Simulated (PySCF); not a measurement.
tellurium atom (Te), triplet (core potentials on Te); PBE0/def2-SVP run with PySCF.

PySCF was given this input:
```python
from pyscf import gto, scf, dft

mol = gto.Mole()
mol.atom = '''
    Te    0.000000    0.000000    0.000000
'''
mol.basis = 'def2-svp'
mol.ecp = {'Te': 'def2-svp'}
mol.charge = 0
mol.spin = 2
mol.verbose = 5
mol.build()

mf = dft.UKS(mol)
mf.xc = 'pbe0'
mf.kernel()
```

The log (banner, timings and long lists left out):

```
PySCF version 2.14.0

[INPUT] verbose = 5
[INPUT] max_memory = 4000
[INPUT] num. atoms = 1
[INPUT] num. electrons = 24
[INPUT] charge = 0
[INPUT] spin (= nelec alpha-beta = 2S) = 2
[INPUT] symmetry False subgroup None
[INPUT] Mole.unit = angstrom
[INPUT] Symbol           X                Y                Z      unit          X                Y                Z       unit  Magmom
[...]
[INPUT] ---------------- BASIS SET ----------------
[INPUT] l, kappa, [nprim/nctr], expnt,             c_1 c_2 ...
[INPUT] Te
[...]
                                21.919773309      -0.13203517066
                                18.06127139       0.36203197834
                                8.1403463241      -0.75591120276
                                2.0705998798      0.791929284
                                0.97715185085     0.4055834254
[...]
                                1.6122696062      0.35202140517
[...]
                                10.433943171      -0.41205302672
                                1.3623024763      0.78760578076
                                0.59239616258     0.15283299018
[...]
                                18.884095378      -0.0035221408938
                                4.252730463       0.28254216065
                                1.8757557092      0.52039372916
                                0.77069282849     0.32213541689
[...]
nuclear repulsion = 0
number of shells = 10
number of NR pGTOs = 61
number of NR cGTOs = 26
basis = def2-svp
ecp = {'Te': 'def2-svp'}

******** <class 'pyscf.dft.uks.UKS'> ********
method = UKS
initial guess = minao
damping factor = 0
level_shift factor = 0
DIIS = <class 'pyscf.scf.diis.CDIIS'>
diis_start_cycle = 1
diis_space = 8
diis_damp = 0
SCF conv_tol = 1e-09
SCF conv_tol_grad = None
SCF max_cycles = 50
direct_scf = True
direct_scf_tol = 1e-13
number electrons alpha = 13  beta = 11
XC library pyscf.dft.libxc version 7.1.2
    S. Lehtola, C. Steigemann, M. J. T. Oliveira, and M. A. L. Marques,  SoftwareX 7, 1–5 (2018)
XC functionals = pbe0
    C. Adamo and V. Barone,  J. Chem. Phys. 110, 6158 (1999)
    M. Ernzerhof and G. E. Scuseria,  J. Chem. Phys. 110, 5029 (1999)
radial grids:
    Treutler-Ahlrichs [JCP 102, 346 (1995); DOI:10.1063/1.469408] (M4) radial grids

becke partition: Becke, JCP 88, 2547 (1988); DOI:10.1063/1.454033
pruning grids: <function nwchem_prune>
grids dens level: 3
symmetrized grids: False
atomic radii adjust function: <function treutler_atomic_radii_adjust>
small_rho_cutoff = 0
Set gradient conv threshold to 3.16228e-05
Density of valence part of ANO basis will be used as initial guess for Te
atom Te rad-grids = 95, ang-grids = [ 50  50  50  50  50  50  50  50  50  50  50  50  50  50  50  50  50  50
  50  50  50  50  50  50  50  50  50  50  50  50  86  86  86  86  86  86
  86  86  86  86  86  86  86  86  86  86 350 350 350 350 350 350 350 350
 350 350 350 434 434 434 434 434 434 434 434 434 434 434 434 434 434 434
 434 434 434 434 434 434 434 434 350 350 350 350 350 350 350 350 350 350
 350 350 350 350 350]
tot_boxes 729, boxes in each direction [7 7 7]
Padding 2 grids
tot grids = 21960
nelec by numeric integration = [11.19704628 11.19704628]
E1 = -403.46470180867857  E2 = 163.1415260995546  Ecoul = 180.76967965730398  Exc = -17.628153557749375
init E= -240.323175709124
cond(S) = 40.14382247279977

  alpha mo_energy =
[-8.41136751 -6.46352531 -6.46352531 -6.46352531 -3.4905731  -3.4905731
 -3.4905731  -3.4905731  -3.4905731  -1.56779014 -1.04493901 -1.04493901
 -1.04493901 -0.36373452 -0.36373452 -0.36373452 -0.36373452 -0.36373452
 -0.35436556 -0.21425154 -0.21425154 -0.21425154 16.32201924 16.32201924
 16.32201924 49.36659201]
  beta  mo_energy =
[-8.41136751 -6.46352531 -6.46352531 -6.46352531 -3.4905731  -3.4905731
 -3.4905731  -3.4905731  -3.4905731  -1.56779014 -1.04493901 -1.04493901
 -1.04493901 -0.36373452 -0.36373452 -0.36373452 -0.36373452 -0.36373452
 -0.35436556 -0.21425154 -0.21425154 -0.21425154 16.32201924 16.32201924
 16.32201924 49.36659201]
multiplicity <S^2> = 2  2S+1 = 3
nelec by numeric integration = [13. 11.]
E1 = -478.65553204829814  E2 = 211.40017266356105  Ecoul = 233.18788468355834  Exc = -21.787712019997286
cycle= 1 E= -267.255359384737  delta_E= -26.9  |g|=  1.5  |ddm|= 5.25
  alpha mo_energy =
[-5.64934402 -3.80848782 -3.80848782 -3.77614582 -1.05266304 -1.05266304
 -1.02565099 -1.02565099 -1.01703229 -0.40060728 -0.10544205 -0.10544205
 -0.06578563  0.36066971  0.47233509  0.47233509  0.50009293  0.50009293
  0.50746065  0.53021203  0.53021203  0.54203107 19.26550116 19.26550116
 19.2904934  53.21094336]
  beta  mo_energy =
[-5.63895343e+00 -3.79455096e+00 -3.79455096e+00 -3.77138903e+00
 -1.02978239e+00 -1.02978239e+00 -1.01226890e+00 -1.01226890e+00
 -1.00573964e+00 -3.09978498e-01 -3.84023246e-02  2.18564099e-02
  2.18566061e-02  3.94273705e-01  5.28776031e-01  5.59281335e-01
  5.59281464e-01  5.77551730e-01  5.77551736e-01  5.81189555e-01
  5.83495714e-01  5.83495747e-01  1.92906536e+01  1.92906536e+01
  1.92979990e+01  5.32192756e+01]
multiplicity <S^2> = 2.0037849  2S+1 = 3.0025222
nelec by numeric integration = [13. 11.]
E1 = -459.41732173069124  E2 = 191.64828264343947  Ecoul = 211.81217262774035  Exc = -20.163889984300894
cycle= 2 E= -267.769039087252  delta_E= -0.514  |g|= 0.809  |ddm|= 3.74
  alpha mo_energy =
[-6.3777002  -4.5040332  -4.5040332  -4.48315145 -1.68089605 -1.68089605
 -1.66338679 -1.66338678 -1.65768824 -0.65829334 -0.29726386 -0.29726385
 -0.255941    0.1929437   0.29804884  0.29804884  0.31036117  0.31036117
  0.32687344  0.32687344  0.33655645  0.33801637 18.52865062 18.52865062
 18.54629304 52.30095164]
  beta  mo_energy =
[-6.37107025 -4.49524908 -4.49524908 -4.48080725 -1.66870604 -1.66870604
 -1.65637905 -1.65637904 -1.65199838 -0.58140944 -0.22943266 -0.15662019
 -0.15662016  0.22449564  0.35041838  0.35682349  0.35682353  0.37176838
  0.37176838  0.3743492   0.37966093  0.37966094 18.545551   18.54555101
 18.55121404 52.30615319]
[...]
nelec by numeric integration = [13. 11.]
E1 = -467.51869158524073  E2 = 199.533842853496  Ecoul = 220.3449106301412  Exc = -20.81106777664519
cycle= 3 E= -267.984848731745  delta_E= -0.216  |g|= 0.0512  |ddm|= 1.19
  alpha mo_energy =
[-6.33244817 -4.46048772 -4.46048771 -4.43973321 -1.64161493 -1.64161493
 -1.62423489 -1.62423489 -1.61858052 -0.64372353 -0.28864547 -0.28864547
 -0.24775979  0.20505174  0.30806135  0.30806135  0.32411502  0.32411503
  0.33687848  0.33687848  0.34811605  0.35024287 18.57358201 18.57358201
 18.59127085 52.35388687]
  beta  mo_energy =
[-6.32542536 -4.45117154 -4.45117154 -4.43734108 -1.62921738 -1.62921738
 -1.61722816 -1.61722816 -1.6129567  -0.56707566 -0.22229753 -0.14458764
 -0.14458758  0.23435691  0.36292225  0.36651752  0.36651779  0.38314372
  0.38314372  0.38509405  0.39267721  0.39267721 18.59000159 18.59000161
 18.59575658 52.35881795]
multiplicity <S^2> = 2.0023069  2S+1 = 3.0015375
nelec by numeric integration = [13. 11.]
E1 = -466.95221240701005  E2 = 198.96623317800416  Ecoul = 219.73359409766763  Exc = -20.76736091966348
cycle= 4 E= -267.985979229006  delta_E= -0.00113  |g|= 0.00251  |ddm|= 0.106
  alpha mo_energy =
[-6.3364893  -4.46454821 -4.46454821 -4.44383602 -1.6456153  -1.6456153
 -1.62827717 -1.62827717 -1.62263624 -0.64603753 -0.29067305 -0.29067305
 -0.2496381   0.20332893  0.30590456  0.30590456  0.32258298  0.32258298
  0.33481099  0.33481099  0.34608298  0.34869876 18.5698833  18.5698833
 18.58756979 52.3500672 ]
  beta  mo_energy =
[-6.32952881 -4.45527566 -4.45527566 -4.44150714 -1.63330846 -1.63330846
 -1.62136258 -1.62136258 -1.61710426 -0.56993627 -0.2244297  -0.1466873
 -0.14668724  0.23276429  0.3612321   0.36478539  0.36478565  0.38099848
  0.38099849  0.3829555   0.39056784  0.39056785 18.58620895 18.58620897
 18.59192889 52.35494201]
multiplicity <S^2> = 2.0023183  2S+1 = 3.0015451
nelec by numeric integration = [13. 11.]
E1 = -466.9846478875161  E2 = 198.9986642998374  Ecoul = 219.76849431368672  Exc = -20.769830013849315
cycle= 5 E= -267.985983587679  delta_E= -4.36e-06  |g|= 0.000291  |ddm|= 0.00741
  alpha mo_energy =
[-6.33623449 -4.46431482 -4.46431482 -4.44356616 -1.64540431 -1.64540431
 -1.62803962 -1.62803962 -1.62239004 -0.645894   -0.2905981  -0.2905981
 -0.24951957  0.20337058  0.30595289  0.30595289  0.32263022  0.32263022
  0.33488362  0.33488362  0.34616522  0.34877143 18.57011996 18.57011996
 18.58783718 52.35035138]
  beta  mo_energy =
[-6.32928233 -4.45504025 -4.45504025 -4.44125683 -1.63310163 -1.63310163
 -1.621143   -1.621143   -1.61687929 -0.56988759 -0.22438133 -0.14661404
 -0.14661398  0.23282563  0.36126607  0.36485163  0.36485189  0.3810664
  0.3810664   0.38302138  0.39063598  0.39063598 18.58643995 18.58643996
 18.59215887 52.35521612]
multiplicity <S^2> = 2.0023214  2S+1 = 3.0015472
nelec by numeric integration = [13. 11.]
E1 = -466.98208246191837  E2 = 198.9960987992907  Ecoul = 219.76572763036205  Exc = -20.769628831071344
cycle= 6 E= -267.985983662628  delta_E= -7.49e-08  |g|= 2.88e-05  |ddm|= 0.00098
  alpha mo_energy =
[-6.33624175 -4.46432238 -4.46432238 -4.44357067 -1.64541036 -1.64541036
 -1.62804335 -1.62804335 -1.62239306 -0.64588697 -0.29059694 -0.29059694
 -0.24951364  0.203369    0.30595236  0.30595236  0.32263199  0.32263199
  0.33488449  0.33488449  0.3461665   0.34877541 18.57011197 18.57011197
 18.58783204 52.35034001]
  beta  mo_energy =
[-6.32929287 -4.45504982 -4.45504982 -4.44126621 -1.63311011 -1.63311011
 -1.62115119 -1.62115119 -1.6168873  -0.56989732 -0.2243892  -0.14661425
 -0.14661419  0.23282886  0.36126277  0.36485193  0.36485219  0.38106589
  0.38106589  0.38301984  0.39063619  0.39063619 18.58642912 18.58642913
 18.59214646 52.3552022 ]
multiplicity <S^2> = 2.0023211  2S+1 = 3.001547
nelec by numeric integration = [13. 11.]
E1 = -466.98208096624467  E2 = 198.99609730214758  Ecoul = 219.76572718911842  Exc = -20.769629886970854
cycle= 7 E= -267.985983664097  delta_E= -1.47e-09  |g|= 1.02e-06  |ddm|= 0.000159
  alpha mo_energy =
[-6.33624237 -4.46432306 -4.46432306 -4.44357122 -1.6454111  -1.6454111
 -1.62804397 -1.62804397 -1.62239365 -0.64588734 -0.29059725 -0.29059725
 -0.24951386  0.20336852  0.30595197  0.30595197  0.32263163  0.32263163
  0.33488411  0.33488411  0.34616611  0.34877517 18.57011142 18.57011142
 18.58783158 52.35033952]
  beta  mo_energy =
[-6.32929363 -4.45505064 -4.45505064 -4.44126695 -1.63311095 -1.63311095
 -1.62115196 -1.62115196 -1.61688805 -0.56989798 -0.22438973 -0.14661484
 -0.14661478  0.23282869  0.36126241  0.36485156  0.36485183  0.3810654
  0.3810654   0.3830194   0.39063554  0.39063555 18.58642844 18.58642845
 18.59214583 52.35520163]
multiplicity <S^2> = 2.0023211  2S+1 = 3.001547
nelec by numeric integration = [13. 11.]
E1 = -466.982087774402  E2 = 198.9961041103033  Ecoul = 219.76573445903165  Exc = -20.769630348728345
cycle= 8 E= -267.985983664099  delta_E= -1.59e-12  |g|= 4.94e-08  |ddm|= 4.51e-06
  alpha mo_energy =
[-6.3362423  -4.46432299 -4.46432299 -4.44357115 -1.64541104 -1.64541104
 -1.62804391 -1.62804391 -1.62239358 -0.64588731 -0.29059723 -0.29059723
 -0.24951384  0.20336854  0.305952    0.305952    0.32263165  0.32263165
  0.33488413  0.33488413  0.34616614  0.34877518 18.57011149 18.57011149
 18.58783165 52.3503396 ]
  beta  mo_energy =
[-6.32929356 -4.45505057 -4.45505057 -4.44126688 -1.63311088 -1.63311088
 -1.6211519  -1.6211519  -1.61688799 -0.56989795 -0.22438971 -0.14661482
 -0.14661476  0.23282871  0.36126243  0.36485158  0.36485185  0.38106542
  0.38106542  0.38301942  0.39063557  0.39063557 18.5864285  18.58642852
 18.59214589 52.3552017 ]
multiplicity <S^2> = 2.0023211  2S+1 = 3.001547
nelec by numeric integration = [13. 11.]
E1 = -466.98208697607356  E2 = 198.99610331197476  Ecoul = 219.7657335985445  Exc = -20.769630286569733
Extra cycle  E= -267.985983664099  delta_E= -1.14e-13  |g|= 2.71e-08  |ddm|= 1.96e-07
converged SCF energy = -267.985983664099  <S^2> = 2.0023211  2S+1 = 3.001547
```
